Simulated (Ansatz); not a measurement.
`CCC(C)(C)OC(C)=O` + `CCSS` → `CCSSCC` + `CC(=O)OC(C)C`  (substitution at a C–C bond)

Gas-phase electronic energies from Ansatz, PBE0-D4/def2-TZVP geometries. CBS: MP2 limit from def2 TZ/QZ plus the TZ coupled-cluster correction, frozen cores. Functionals use def2-TZVPP. HSE06 is defined as in plane-wave codes. Each species was taken in one conformer, which may not be the lowest.

`CCC(C)(C)OC(C)=O`:

Z-matrix (Å, degrees):
```
C
C 1 1.518
H 1 1.092 2 111.0
H 1 1.092 2 110.4 3 -119.5
H 1 1.092 2 112.0 3 120.9
C 2 1.528 1 115.6 3 -55.8
H 2 1.095 1 109.6 3 65.7
H 2 1.095 1 110.0 3 -177.5
C 6 1.519 2 109.5 1 179.1
C 6 1.520 2 111.8 1 -56.6
O 6 1.458 2 103.3 1 62.2
H 9 1.092 6 110.3 2 -57.8
H 9 1.089 6 111.3 2 -179.0
H 9 1.092 6 109.3 2 61.0
H 10 1.088 6 111.1 2 -174.0
H 10 1.091 6 111.0 2 65.0
H 10 1.093 6 109.2 2 -54.0
C 11 1.335 6 121.6 2 -179.8
O 18 1.203 11 125.4 6 -0.3
C 18 1.501 11 110.2 6 179.5
H 20 1.087 18 109.5 11 176.9
H 20 1.091 18 110.1 11 55.5
H 20 1.092 18 109.7 11 -62.4
```

`CCSS`:

Z-matrix (Å, degrees):
```
C
C 1 1.511
H 1 1.093 2 110.5
H 1 1.092 2 111.1 3 120.4
H 1 1.092 2 110.6 3 -119.2
S 2 1.813 1 114.4 3 -178.3
H 2 1.095 1 111.4 3 -62.0
H 2 1.092 1 111.8 3 58.3
S 6 2.037 2 103.4 1 -68.0
H 9 1.348 6 99.6 2 89.2
```

`CCSSCC`:

Cartesian coordinates in Å:
```
C -2.814 -0.152 -0.158
C -1.700 0.075 0.839
S -0.387 -1.179 0.781
S 0.440 -0.920 -1.054
C 1.689 0.371 -0.781
C 2.819 -0.047 0.132
H -3.570 0.634 -0.073
H -2.423 -0.138 -1.177
H -3.297 -1.117 0.009
H -1.244 1.060 0.720
H -2.065 0.010 1.870
H 1.186 1.269 -0.417
H 2.050 0.590 -1.792
H 3.348 -0.913 -0.272
H 3.534 0.770 0.255
H 2.435 -0.313 1.119
```

`CC(=O)OC(C)C`:

Cartesian coordinates in Å:
```
C -1.568 -0.300 2.271
C -0.455 -0.647 1.330
O 0.411 -1.452 1.550
O -0.550 0.062 0.198
C 0.463 -0.162 -0.805
C 1.683 0.673 -0.487
C -0.170 0.189 -2.130
H -2.531 -0.495 1.796
H -1.474 -0.889 3.180
H -1.533 0.765 2.510
H 0.726 -1.222 -0.772
H 1.424 1.734 -0.466
H 2.104 0.389 0.478
H 2.449 0.522 -1.251
H -1.055 -0.424 -2.313
H 0.542 0.017 -2.940
H -0.467 1.240 -2.150
```

(1) Is it downhill or uphill in electronic energy at CCSD(T)/CBS, and by how much? (An estimate is asked.)

(2) What do these levels give: PBE-D4, r2SCANh-D4, HSE06-D4, CAM-B3LYP-D4, PBE-QIDH, revPBE, BLYP, PBE0, BHLYP, HF/def2-SVP, HF/def2-TZVPP, CCSD(T)/def2-TZVPP? (Estimate.)

Largest T1 diagnostic among the species: 0.013.

## Answers

(1) Ansatz gave: Downhill: ΔE = -5.0 kJ/mol.

(2) The calculation gave: PBE-D4 -14.9, r2SCANh-D4 -8.8, HSE06-D4 -12.0, CAM-B3LYP-D4 -6.8, PBE-QIDH -8.7, revPBE -26.1, BLYP -23.1, PBE0 -15.0, BHLYP -12.2, HF/def2-SVP -4.4, HF/def2-TZVPP -13.4, CCSD(T)/def2-TZVPP -1.7 kJ/mol.

Leaving LDA and LC-ωPBE aside and taking each functional with its dispersion term where it has one, the values, not all of them listed here, spread over 11.2 kJ/mol, from PBE-D4 to ωB97M-V. LDA lies +15.7 kJ/mol from PBE without D4. The D4 term adds +6.3 kJ/mol with B3LYP and +3.8 kJ/mol with PBE0; it sums over pairs of atoms, weighted by their polarisabilities, and B3LYP, whose exchange is more repulsive, gets the larger term.

B3LYP here is the variant with VWN-RPA as its local correlation; programs differ in this.
